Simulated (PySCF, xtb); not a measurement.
Si(Cl)2(OH)(SiH3) (Cl₂H₄OSi₂), SMILES O[Si]([SiH3])(Cl)Cl.

GFN2-xTB (xtb) at its own geometry gives an orbital gap of 4.78 eV and a dipole moment of 1.61 D.

Geometry optimised at r2SCAN-D4/def2-SVP. The values are those of a single conformer.

### Question
What does ωB97X/def2-TZVP (PySCF) give? (Estimate from the structure and the level; the computed values follow.)

### Answer
gap 12.61 eV (levels -10.89 and 1.72 eV), dipole 0.91 D.
